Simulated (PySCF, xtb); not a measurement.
BeF₂, SMILES [F][Be][F].

Harmonic wavenumbers (cm⁻¹) from GFN2-xTB in xtb at its own minimum, in rising order: 238, 238, 697, 1532.

Q: What does PBE-D3(BJ)/def2-TZVP in PySCF 2.14.0 give at its own minimum? (The exact figures need the calculation; the answer reports its results.)

A: 338, 338, 701, 1522. Paired by order, the mean absolute difference is 53 cm⁻¹ and the zero-point energies are 3.9 and 4.1 kcal/mol.
